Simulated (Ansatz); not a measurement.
Stepwise reaction of `COB(S)OC` with hydrogen, as a gas-phase model of exchange steps in deposition or etching. ΔE in kJ/mol.

Calculated with Ansatz (gas phase, PBE0-D4/def2-TZVP geometries, no zero-point term in ΔE). CCSD(T)/CBS adds triple-zeta CCSD(T) − MP2 to the extrapolated MP2 energy (def2 sets, frozen cores). This one scheme is used for every species. DFT in def2-TZVPP. B3LYP here is the variant with VWN-RPA as its local correlation; programs differ in this. Each species was taken in one conformer, which may not be the lowest.

| step | reaction | PBE-D4 | B3LYP-D4 | ωB97M-V | CCSD(T)/CBS |
| --- | --- | --- | --- | --- | --- |
| 2 | `COBS` + H₂ → `BS` + CH₃OH | 107.3 | 108.5 | 107.0 | 105.2 |

Question: Give the row of step 1, `COB(S)OC` + H₂ → `COBS` + CH₃OH. (An estimate is asked.)

Answer: Computed: 
| step | reaction | PBE-D4 | B3LYP-D4 | ωB97M-V | CCSD(T)/CBS |
| --- | --- | --- | --- | --- | --- |
| 1 | `COB(S)OC` + H₂ → `COBS` + CH₃OH | 100.3 | 104.9 | 105.4 | 103.8 |

Question: By hand: ΔE of the 2 steps together at CCSD(T)/CBS.

Answer: (103.8) + (105.2) = 209.0 kJ/mol, or 104.5 kJ/mol a step.

In ΔE the steps differ by no more than 1.4 kJ/mol. All are uphill at CCSD(T)/CBS. PBE-D4 differs from CCSD(T)/CBS by -3.5 to 2.1 kJ/mol a step. Isolated molecules leave out the surface, adducts and barriers. Largest T1 diagnostic: 0.015.
